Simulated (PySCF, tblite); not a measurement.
Compound: H8N2OSi2.
Structure used (GFN2-xTB), in Å, numbered top down from 1:
```
atom  x, y, z in Å
N1     1.370    0.113    1.087
Si2    1.057   -0.891   -0.298
N3    -0.264   -0.124   -1.095
Si4   -1.694    0.580   -0.388
O5    -1.382    0.874    1.169
H6     1.994   -0.255    1.788
H7     1.619    1.072    0.897
H8     0.758   -2.199    0.294
H9     2.135   -0.980   -1.291
H10   -0.335   -0.313   -2.080
H11   -2.826   -0.346   -0.469
H12   -1.941    1.837   -1.097
H13   -0.496    0.631    1.467
```

Level of theory: PBE0/pcSseg-1 in PySCF (dipole) on a GFN2-xTB geometry, gas phase.

Masses are those of the commonest isotopes; rigid-rotor values at the optimised geometry. The values belong to one conformer with, in the numbering `[NH2:1][SiH2:2][NH:3][SiH2:4][OH:5]`, H–N1–Si2–N3 169° and -60°, N1–Si2–N3–Si4 -42°, Si2–N3–Si4–O5 20°, N3–Si4–O5–H 0°.

Question: What are A, B and C (GHz)?

Answer: Ia = 97.01, Ib = 233.10, Ic = 308.01 u·Å²; 505379 MHz·u·Å²/I gives 5209, 2168 and 1641 MHz, that is A = 5.2093, B = 2.1681, C = 1.6408 GHz.

Question: Classify the top.

Answer: An asymmetric top; Ray's κ = -0.704.

Question: What does the inertial defect say?

Answer: Not planar: Δ = Ic − Ia − Ib = -22.11 u·Å². For a rigid frame Δ = −2 Σ m c², so Σ m c² = 11.05 u·Å² lies off the ab plane: 7.66 from hydrogen and 3.39 from heavier atoms. The atom farthest from that plane is 1.63 Å away.

Question: Give the other two planar moments, Paa and Pbb, and the rms extents of the mass along the axes.

Answer: Paa = Σ m a² = (Ib + Ic − Ia)/2 = 222.04 and Pbb = Σ m b² = (Ia + Ic − Ib)/2 = 85.96 u·Å². With the mass M = 108.02 u, the rms extents √(P/M) along a, b and c are 1.43, 0.89, 0.32 Å.

Question: Where do the levels up to J = 2 lie, in cm⁻¹?

Answer: Above 0(0,0):
J = 1: 1(0,1) 0.1271, 1(1,1) 0.2285, 1(1,0) 0.2461
J = 2: 2(0,2) 0.3791, 2(1,2) 0.4650, 2(1,1) 0.5178, 2(2,1) 0.8221, 2(2,0) 0.8242

Question: Which types of transition are allowed, and where do some lines up to J = 3 fall?

Answer: The dipole components are |μa| = 2.78 D, |μb| = 0.64 D, |μc| = 0.91 D. Intensities carry the squares of the components, which stand as 1.00 : 0.05 : 0.11 (a : b : c). Some lines, for components of 0.1 D or more:

```
type  branch         J(Ka,Kc)    MHz  lower level (cm⁻¹)
   a       Q  2(1,1) ← 2(1,2)   1582               0.465
   b       R  3(1,2) ← 2(2,1)   3052               0.822
   b       Q  1(1,0) ← 1(0,1)   3569               0.127
   a       R  1(0,1) ← 0(0,0)   3809               0.000
   b       R  2(0,2) ← 1(1,1)   4514               0.228
   c       R  1(1,0) ← 0(0,0)   7377               0.000
   a       R  2(0,2) ← 1(0,1)   7555               0.127
   c       Q  3(2,2) ← 3(1,2)   8375               0.924
   b       Q  3(2,1) ← 3(1,2)   8683               0.924
   c       Q  2(2,1) ← 2(1,1)   9124               0.518
   a       R  3(1,3) ← 2(1,2)  10599               0.465
   b       Q  2(2,1) ← 2(1,2)  10706               0.465
   a       R  3(1,2) ← 2(1,1)  12176               0.518
   b       Q  3(3,0) ← 3(2,1)  16258               1.214
   b       R  2(2,1) ← 1(1,0)  17269               0.246
   c       R  2(2,1) ← 1(1,1)  17796               0.228
   c       R  3(3,0) ← 2(2,0)  27930               0.824
   c       R  3(3,1) ← 2(2,1)  27988               0.822
```

Question: Estimate the classical rotational partition function at 10 K, 25 K and 500 K.

Answer: Point group C1, symmetry number σ = 1; q = (√π/σ)·√((kT/h)³/(ABC)), k/h = 20836.6 MHz/K: 1240 at 10 K, 4900 at 25 K, 438000 at 500 K.

Its GFN2-xTB frequencies are all real (lowest 64 cm⁻¹). Constants of a rigid frame at the computed geometry: no zero-point averaging, no centrifugal distortion. A rigid rotor knows nothing of inversion at nitrogen, which can split or shift real lines. Quadrupole hyperfine structure (14N) is left out.
